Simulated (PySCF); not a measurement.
Two species compared at the same levels of theory.

First species: C₄H₉N.
SMILES: `C(=N/C)/CC`

Second species: C7H7PS.
Numbering: `[CH3:1][C:2]#[C:3][PH:4][c:5]1[cH:6][cH:7][cH:8][s:9]1` (hydrogens: H10, H11, H12 on C1; H13 on P4; H14 on C6; H15 on C7; H16 on C8)

Levels: CAM-B3LYP/def2-SVPD for dipole moment, HOMO energy, LUMO energy, HOMO–LUMO gap, static isotropic polarisability and electronic spatial extent ⟨r²⟩ about the centre of nuclear charge; TDDFT CAM-B3LYP/def2-SVPD for lowest singlet excitation; TDA CAM-B3LYP/def2-SVPD for lowest triplet excitation (Tamm–Dancoff); GFN2-xTB for rotational constant A and rotational constant C. Geometries: GFN2-xTB. Each species is one conformer at its optimised geometry, gas phase, non-relativistic unless stated; the electronic structure was computed with PySCF and density fitting.

Dipoles, sizes and rotational constants follow the conformer. The torsions of the flexible species, by atom-mapped SMILES:
- `[CH3:1][CH2:2]/[CH:3]=[N:4]\[CH3:5]`: C1–C2–C3–N4 180°
- `[CH3:1][C:2]#[C:3][PH:4][c:5]1[cH:6][cH:7][cH:8][s:9]1`: C3–P4–C5–C6 -53°

```csv
property,column X,column Y
dipole moment,1.94 D,2.23 D
HOMO energy,-7.58 eV,-8.22 eV
LUMO energy,0.42 eV,1.13 eV
HOMO–LUMO gap,8.00 eV,9.35 eV
lowest singlet excitation,5.17 eV,4.83 eV
lowest triplet excitation (Tamm–Dancoff),3.53 eV,4.06 eV
static isotropic polarisability,123.6 au,57.7 au
electronic spatial extent ⟨r²⟩ about the centre of nuclear charge,2039 bohr²,566 bohr²
rotational constant A,2.367 GHz,15.288 GHz
rotational constant C,0.549 GHz,2.327 GHz
```

Which column belongs to which species?

Column X is the second species and column Y the first. The first has 14 atoms and 40 electrons, the second 16 and 80.

How does each property change from the first species to the second?

dipole moment -0.29 D; HOMO energy +0.64 eV; LUMO energy -0.71 eV; HOMO–LUMO gap -1.35 eV; lowest singlet excitation +0.34 eV; lowest triplet excitation (Tamm–Dancoff) -0.53 eV; static isotropic polarisability +65.9 au; electronic spatial extent ⟨r²⟩ about the centre of nuclear charge +1473 bohr²; rotational constant A -12.921 GHz; rotational constant C -1.778 GHz.

On the first: No computed singlet falls in the visible range (750 to 380 nm, 1.65 to 3.26 eV); S1 lies 1.57 eV above its blue end. The 8 singlets span 4.83 to 8.44 eV, and their oscillator strengths add up to 0.34.

On the second: The 8 singlets span 5.17 to 6.30 eV, and their oscillator strengths add up to 0.34. The principal polarisabilities are 87.4, 122.2 and 161.3 au; their mean is the isotropic value. GFN2-xTB frequencies show an imaginary mode (28i cm⁻¹), so this geometry is no minimum at that level.
